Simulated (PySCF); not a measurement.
GeF₄, SMILES [F][Ge]([F])([F])[F]. Heavy atoms are numbered as in [F:1][Ge:2]([F:3])([F:4])[F:5].

Geometry optimised at TPSSh-D3(BJ)/def2-SVP. The isomer is the one that the SMILES or the coordinates give; other isomers of the formula were not compared.

All values below come from PBE/def2-TZVP in PySCF.

ESP charges are fitted to the potential on shells at 1.4 to 2.0 van der Waals radii. Atomic charges (e), one atom of each kind:

```tsv
atom	meta-Löwdin	ESP fit	Löwdin	Mulliken
F1	[?]	-0.25	-0.06	-0.27
Ge2	[?]	1.00	0.23	1.10
```

Problem. Fill in the missing entries. (An estimate is asked for; the answer gives what the named calculation found.)

Solution. 
- F1, meta-Löwdin: -0.44
- Ge2, meta-Löwdin: 1.74
